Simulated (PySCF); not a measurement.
C₂H₄, charge +1, doublet, geometry from GFN2-xTB (a state made from the parent by changing its charge; the spin is typed, not shown lowest); PySCF with CCSD(T)/STO-3G.

Input for PySCF:
```python
from pyscf import gto, scf, cc

mol = gto.Mole()
mol.atom = '''
    C    -0.013632   -0.006417    0.653353
    C     0.013632    0.006417   -0.653353
    H     0.209687    0.853950    1.296494
    H    -0.263229   -0.879152    1.269606
    H    -0.209794    0.879219   -1.279475
    H     0.263336   -0.854018   -1.286625
'''
mol.basis = 'sto-3g'
mol.charge = 1
mol.spin = 1
mol.verbose = 4
mol.build()

mf = scf.UHF(mol)
mf.kernel()

mycc = cc.CCSD(mf)
mycc.kernel()
et = mycc.ccsd_t()
print('E(CCSD(T)) = %.10f' % (mycc.e_tot + et))
```

Problem. Predict the main parts of the log of this PySCF run.

Solution. 
```
PySCF version 2.14.0

[INPUT] verbose = 4
[INPUT] num. atoms = 6
[INPUT] num. electrons = 15
[INPUT] charge = 1
[INPUT] spin (= nelec alpha-beta = 2S) = 1
[INPUT] symmetry False subgroup None
[INPUT] Mole.unit = angstrom
[INPUT] Symbol           X                Y                Z      unit          X                Y                Z       unit  Magmom
[INPUT]  1 C     -0.013632000000  -0.006417000000   0.653353000000 AA   -0.025760746530  -0.012126372541   1.234658232663 Bohr   0.0
[INPUT]  2 C      0.013632000000   0.006417000000  -0.653353000000 AA    0.025760746530   0.012126372541  -1.234658232663 Bohr   0.0
[INPUT]  3 H      0.209687000000   0.853950000000   1.296494000000 AA    0.396251001882   1.613731624072   2.450018582142 Bohr   0.0
[INPUT]  4 H     -0.263229000000  -0.879152000000   1.269606000000 AA   -0.497430718043  -1.661356501864   2.399207626105 Bohr   0.0
[INPUT]  5 H     -0.209794000000   0.879219000000  -1.279475000000 AA   -0.396453202577   1.661483113514  -2.417857333228 Bohr   0.0
[INPUT]  6 H      0.263336000000  -0.854018000000  -1.286625000000 AA    0.497632918738  -1.613860125449  -2.431368875019 Bohr   0.0

nuclear repulsion = 33.4353531292251
number of shells = 10
number of NR pGTOs = 42
number of NR cGTOs = 14
basis = sto-3g
ecp = {}

******** <class 'pyscf.scf.uhf.UHF'> ********
method = UHF
initial guess = minao
damping factor = 0
level_shift factor = 0
DIIS = <class 'pyscf.scf.diis.CDIIS'>
diis_start_cycle = 1
diis_space = 8
diis_damp = 0
SCF conv_tol = 1e-09
SCF conv_tol_grad = None
SCF max_cycles = 50
direct_scf = True
direct_scf_tol = 1e-13
number electrons alpha = 8  beta = 7
Set gradient conv threshold to 3.16228e-05
init E= -77.2099294614405

cycle= 1 E= -76.7323094036785  delta_E= 0.478  |g|= 0.22  |ddm|= 1.97
cycle= 2 E= -76.7725798576632  delta_E= -0.0403  |g|= 0.0431  |ddm|= 0.351
cycle= 3 E= -76.7750247871472  delta_E= -0.00244  |g|= 0.0165  |ddm|= 0.0758
cycle= 4 E= -76.7756795811974  delta_E= -0.000655  |g|= 0.00804  |ddm|= 0.0403
cycle= 5 E= -76.7759391065239  delta_E= -0.00026  |g|= 0.00298  |ddm|= 0.0347
cycle= 6 E= -76.7759735399207  delta_E= -3.44e-05  |g|= 0.000656  |ddm|= 0.0151
cycle= 7 E= -76.7759748081489  delta_E= -1.27e-06  |g|= 0.000193  |ddm|= 0.00219
cycle= 8 E= -76.7759749417641  delta_E= -1.34e-07  |g|= 4.43e-05  |ddm|= 0.000825
cycle= 9 E= -76.7759749461707  delta_E= -4.41e-09  |g|= 1.45e-05  |ddm|= 0.000142
cycle= 10 E= -76.7759749468531  delta_E= -6.82e-10  |g|= 1.92e-06  |ddm|= 6.41e-05
Extra cycle  E= -76.7759749468579  delta_E= -4.77e-12  |g|= 8.1e-07  |ddm|= 2.89e-06
converged SCF energy = -76.7759749468579  <S^2> = 0.76009101  2S+1 = 2.0100657

******** <class 'pyscf.cc.uccsd.UCCSD'> ********
CC2 = 0
CCSD nocc = (np.int64(8), np.int64(7)), nmo = (14, 14)
max_cycle = 50
direct = 0
conv_tol = 1e-07
conv_tol_normt = 1e-06
diis_space = 6
diis_start_cycle = 0
diis_start_energy_diff = 1e+09
Init t2, MP2 energy = -0.0874174674299275
Init E_corr(UCCSD) = -0.0874174674305577
cycle = 1  E_corr(UCCSD) = -0.10751539101064  dE = -0.0200979236  norm(t1,t2) = 0.0565947
cycle = 2  E_corr(UCCSD) = -0.113925648350042  dE = -0.00641025734  norm(t1,t2) = 0.0247238
cycle = 3  E_corr(UCCSD) = -0.118382705498125  dE = -0.00445705715  norm(t1,t2) = 0.0146845
cycle = 4  E_corr(UCCSD) = -0.118405756996577  dE = -2.30514985e-05  norm(t1,t2) = 0.0074188
cycle = 5  E_corr(UCCSD) = -0.118495161749199  dE = -8.94047526e-05  norm(t1,t2) = 0.00336761
cycle = 6  E_corr(UCCSD) = -0.118488996437026  dE = 6.16531217e-06  norm(t1,t2) = 0.00107126
cycle = 7  E_corr(UCCSD) = -0.118486234281658  dE = 2.76215537e-06  norm(t1,t2) = 0.000418537
cycle = 8  E_corr(UCCSD) = -0.118491847912343  dE = -5.61363069e-06  norm(t1,t2) = 0.000133622
cycle = 9  E_corr(UCCSD) = -0.118494032316538  dE = -2.18440419e-06  norm(t1,t2) = 4.78117e-05
cycle = 10  E_corr(UCCSD) = -0.118493362870262  dE = 6.69446275e-07  norm(t1,t2) = 1.0833e-05
cycle = 11  E_corr(UCCSD) = -0.118493166174122  dE = 1.9669614e-07  norm(t1,t2) = 3.82432e-06
cycle = 12  E_corr(UCCSD) = -0.118493238303004  dE = -7.21288815e-08  norm(t1,t2) = 1.06206e-06
cycle = 13  E_corr(UCCSD) = -0.118493276941731  dE = -3.86387269e-08  norm(t1,t2) = 3.20614e-07
UCCSD converged
E(UCCSD) = -76.89446822379963  E_corr = -0.1184932769417307
UCCSD(T) correction = -0.00118854341691779
E(CCSD(T)) = -76.8956567672
```
